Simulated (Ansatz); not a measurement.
Total energies of `FC(F)(F)c1cnc(-c2cnc(-c3cnc(-c4cnc(C(F)(F)F)nc4)nc3)nc2)nc1` from Ansatz at PBE0-D4/def2-SVP, gas phase (1 Eh = 27.2114 eV = 2625.5 kJ/mol). The reference geometry is relaxed at r2SCAN-D4/def2-SVP.

```json
{"state": "charge 0 singlet", "geometry": "reference", "energy (Eh)": "-1724.77400"}
{"state": "charge 1 doublet", "geometry": "reference", "energy (Eh)": "-1724.44993"}
{"state": "charge -1 doublet", "geometry": "reference", "energy (Eh)": "-1724.85146"}
{"state": "free F atom (doublet)", "geometry": "–", "energy (Eh)": "-99.54906"}
{"state": "free C atom (triplet)", "geometry": "–", "energy (Eh)": "-37.76066"}
{"state": "free N atom (quartet)", "geometry": "–", "energy (Eh)": "-54.47898"}
{"state": "free H atom (doublet)", "geometry": "–", "energy (Eh)": "-0.50029"}
```

Single mean-field runs in def2-SVP are fitted with def2-universal-jkfit.

(1) Work out the vertical ionisation energy to the doublet.

(2) Work out the vertical electron affinity, to the doublet.

(3) Give the fundamental gap IE − EA, the Mulliken electronegativity (IE + EA)/2 and the hardness (IE − EA)/2.

(4) What is the binding energy per atom against free atoms?

(1) E(charge 1 doublet) − E(charge 0 singlet) = -1724.44993 − (-1724.77400) = 0.32407 Eh = 8.82 eV. For comparison, −ε of the highest occupied level is 7.58 eV at this level, 1.24 eV less.

(2) E(charge 0 singlet) − E(charge -1 doublet) = -1724.77400 − (-1724.85146) = 0.07746 Eh = 2.11 eV. The basis lacks diffuse functions, which makes affinities too small.

(3) From the values in Eh: IE − EA = 0.32407 − 0.07746 = 0.24661 Eh = 6.71 eV; (IE + EA)/2 = 5.46 eV; (IE − EA)/2 = 3.36 eV. The HOMO–LUMO gap of the same run is 4.34 eV, 2.37 eV smaller than the fundamental gap.

(4) Atoms: 6 × (-99.54906) + 18 × (-37.76066) + 8 × (-54.47898) + 8 × (-0.50029) = -1716.82040 Eh. Binding: -1716.82040 − (-1724.77400) = 7.95360 Eh = 216.43 eV, or 5.41 eV for each of 40 atoms (no zero-point energy, no counterpoise term).
